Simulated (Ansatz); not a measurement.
`COC([SiH3])=S` + H₂ → `COC=S` + SiH₄ at 400 K and 1 bar (hydrogenolysis of a C–Si bond).

Program: Ansatz. Geometries: PBE0-D4/def2-TZVP. ΔE: electronic, gas phase. CCSD(T)/CBS is the MP2 limit (def2-TZVPP, def2-QZVPP) plus CCSD(T) − MP2 in def2-TZVPP, frozen cores. This one scheme is used for every species. Each species was taken in one conformer, which may not be the lowest.

```tsv
species	CCSD(T)/CBS energy (Eh)	H − E (kJ/mol)	S (J/(mol·K))
`COC([SiH3])=S`	-841.69602	229.3	393.4
H₂	-1.17544	38.0	139.0
`COC=S`	-551.42124	179.2	328.8
SiH₄	-291.46306	96.9	218.6
```

H − E and S are ideal-gas, rigid-rotor, harmonic terms from PBE0-D4/def2-TZVP, for one conformer and one mirror image of each species. The MP2-based limit puts H₂ 0.8 mEh under its directly extrapolated value; such offsets cancel only in part. 1 Eh = 2625.50 kJ/mol, R = 8.31446 J/(mol·K).

Task: By hand: ΔE, ΔH, ΔS and ΔG.

Result: ΔE = (-551.42124) + (-291.46306) − (-841.69602) − (-1.17544) = -0.01284 Eh = -33.7 kJ/mol. Δ(H − E) = 179.2 + 96.9 − 229.3 − 38.0 = 8.8, so ΔH = -24.9 kJ/mol. ΔS = 328.8 + 218.6 − 393.4 − 139.0 = 15.0 J/(mol·K). ΔG = -24.9 − 400 × (15.0)/1000 = -30.9 kJ/mol.

Task: By hand: the equilibrium constant, and the temperature at which ΔG would vanish if ΔH and ΔS stayed fixed.

Result: log₁₀ K = −ΔG/(RT ln 10) = 4.0. ΔH and −TΔS have one sign here, so there is no such temperature.

ΔH outweighs TΔS. A doubt of 5 kJ/mol in ΔE shifts log₁₀ K by 0.7 here. Other conformers and mirror images would add mixing entropy, several J/(mol·K) or more a flexible species. Modes under 60 cm⁻¹, often nearly free rotors, make the harmonic entropy too high. These are equilibria of isolated gas molecules and say nothing of rates. Largest T1 diagnostic: 0.017 (customary marks: 0.02 for closed shells, 0.045 for open ones).
